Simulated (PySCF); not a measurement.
Compound: C2H7BF2O.
Z-matrix (Å and degrees, PBE0-D3(BJ)/def2-SVP geometry), rows numbered from 1:
```
C 
O   1  1.4312
B   2  1.7028  1  114.81
F   3  1.3758  2  102.30  1   -68.80
C   2  1.4062  1  114.43  3  -134.60
F   5  1.3477  2  108.96  1   -67.31
H   1  1.0967  2  108.62  3  -175.27
H   1  1.1002  2  109.68  3    62.91
H   1  1.0945  2  106.48  3   -56.21
H   3  1.2198  2  100.71  1   172.44
H   3  1.2183  2  100.69  1    50.35
H   5  1.0978  2  105.64  1   173.58
H   5  1.1030  2  110.14  1    52.52
```

Method used: PBE0-D3(BJ)/def2-SVP geometry optimisation, gas phase in PySCF 2.14.0.

Take the most abundant isotopes and a rigid rotor. The values belong to one conformer with, in the numbering `[CH3:1][O+:2]([BH2-:3][F:4])[CH2:5][F:6]`, C1–O2–B3–F4 -69°, C1–O2–C5–F6 -67°.

Q: Give the principal moments of inertia and the rotational constants in MHz.

A: Ia = 82.51, Ib = 233.07, Ic = 271.86 u·Å²; 505379 MHz·u·Å²/I gives A = 6125, B = 2168, C = 1859 MHz.

Q: What kind of rotor is it?

A: An asymmetric top. Ray's parameter κ = (2B − A − C)/(A − C) = -0.855; −1 is the prolate and +1 the oblate limit.

Q: Is it planar, by Δ = Ic − Ia − Ib?

A: Not planar: Δ = Ic − Ia − Ib = -43.71 u·Å². For a rigid frame Δ = −2 Σ m c², so Σ m c² = 21.86 u·Å² lies off the ab plane: 7.24 from hydrogen and 14.61 from heavier atoms. The atom farthest from that plane is 1.38 Å away.

Q: Give the other two planar moments, Paa and Pbb, and the rms extents of the mass along the axes.

A: Paa = Σ m a² = (Ib + Ic − Ia)/2 = 211.21 and Pbb = Σ m b² = (Ia + Ic − Ib)/2 = 60.65 u·Å². With the mass M = 96.06 u, the rms extents √(P/M) along a, b and c are 1.48, 0.79, 0.48 Å.

Q: List the rotational levels J(Ka,Kc) to J = 5 (cm⁻¹).

A: Above 0(0,0):
J = 1: 1(0,1) 0.1343, 1(1,1) 0.2663, 1(1,0) 0.2766
J = 2: 2(0,2) 0.4024, 2(1,2) 0.5247, 2(1,1) 0.5556, 2(2,1) 0.9516, 2(2,0) 0.9522
J = 3: 3(0,3) 0.8031, 3(1,3) 0.9119, 3(1,2) 0.9738, 3(2,2) 1.3546, 3(2,1) 1.3575, 3(3,1) 2.0407, 3(3,0) 2.0408
J = 4: 4(0,4) 1.3348, 4(1,4) 1.4275, 4(1,3) 1.5305, 4(2,3) 1.8915, 4(2,2) 1.9001, 4(3,2) 2.5792, 4(3,1) 2.5793, 4(4,1) 3.5382, 4(4,0) 3.5382
J = 5: 5(0,5) 1.9953, 5(1,5) 2.0710, 5(1,4) 2.2253, 5(2,4) 2.5619, 5(2,3) 2.5816, 5(3,3) 3.2527, 5(3,2) 3.2532, 5(4,2) 4.2112, 5(4,1) 4.2112, 5(5,1) 5.4444, 5(5,0) 5.4444
The levels of one J sum to (2J + 1)J(J + 1)(A + B + C)/3.

Q: Which types of transition are allowed, and where do some lines up to J = 4 fall?

A: The dipole components are |μa| = 2.68 D, |μb| = 1.36 D, |μc| = 1.54 D. The squared components, which scale the intensities, stand as 1.00 : 0.26 : 0.33 (a : b : c). Some of the stronger lines:

| type | branch | J(Ka,Kc) | MHz | lower level (cm⁻¹) |
| --- | --- | --- | --- | --- |
| a | Q | 3(1,2) ← 3(1,3) | 1856 | 0.912 |
| c | Q | 3(1,3) ← 3(0,3) | 3260 | 0.803 |
| c | Q | 2(1,2) ← 2(0,2) | 3665 | 0.402 |
| b | Q | 4(2,2) ← 4(1,3) | 11080 | 1.531 |
| b | R | 2(1,2) ← 1(0,1) | 11702 | 0.134 |
| c | R | 2(1,1) ← 1(0,1) | 12631 | 0.134 |
| b | Q | 2(2,1) ← 2(1,2) | 12799 | 0.525 |
| a | R | 4(3,2) ← 3(3,1) | 16142 | 2.041 |
| a | R | 4(3,1) ← 3(3,0) | 16146 | 2.041 |
| c | R | 2(2,1) ← 1(1,1) | 20544 | 0.266 |
| c | R | 3(2,1) ← 2(1,1) | 24040 | 0.556 |
| c | R | 4(2,2) ← 3(1,2) | 27772 | 0.974 |
| b | R | 4(3,1) ← 3(2,2) | 36716 | 1.355 |
| b | R | 4(4,1) ← 3(3,0) | 44893 | 2.041 |

Q: Estimate the classical rotational partition function at 100 K, 298.15 K and 500 K.

A: Point group C1, symmetry number σ = 1; q = (√π/σ)·√((kT/h)³/(ABC)), k/h = 20836.6 MHz/K: 33900 at 100 K, 175000 at 298.15 K, 379000 at 500 K.

Stationary, but not proved a minimum. Constants of a rigid frame at the computed geometry: no zero-point averaging, no centrifugal distortion. A rigid rotor knows nothing of internal rotation, which can split or shift real lines. Quadrupole hyperfine structure (11B) is left out.

The run took 71 s on an Arm Neoverse V1 with one thread, shared host with 32 logical CPUs at a one-minute load of 33, and the process peaked at 0.50 GiB of memory. That covers the optimisation of the geometry.
